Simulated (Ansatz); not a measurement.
C2H6BFO can be A, `OCCBF`, or B, `COCBF`.

Isolated molecules relaxed with PBE0-D4/def2-TZVP in Ansatz; ΔE leaves out vibrations. CCSD(T)/CBS is the MP2 limit (def2-TZVPP, def2-QZVPP) plus CCSD(T) − MP2 in def2-TZVPP, frozen cores. DFT in def2-TZVPP. B3LYP here is the variant with VWN-RPA as its local correlation; programs differ in this. One conformer a species, not always the lowest.

(1) Which is lower in electronic energy at CCSD(T)/CBS, and by how much? (Estimate.)

(2) Give E(B) − E(A) in kJ/mol with PBE0-D4, MP2/def2-TZVPP, r2SCAN-D4, CCSD/def2-TZVPP, B2PLYP, CCSD(T)/def2-TZVPP, B3LYP-D4. (Estimate.)

Largest T1 diagnostic: 0.012.

Results:

(1) Ansatz gave: A, by 64.8 kJ/mol.

(2) Ansatz gave: PBE0-D4 61.7, MP2/def2-TZVPP 66.5, r2SCAN-D4 60.5, CCSD/def2-TZVPP 62.0, B2PLYP 58.6, CCSD(T)/def2-TZVPP 62.2, B3LYP-D4 56.0. None reverses the order clearly.

From PBE to PBE0 (25 % exact exchange), in def2-TZVPP and without D4, E(B) − E(A) moves by +3.3 kJ/mol. In def2-TZVPP, CCSD(T) changes the Hartree–Fock value by +7.7 kJ/mol (the triples alone add +0.2 kJ/mol) and MP2 by +12.0 kJ/mol.
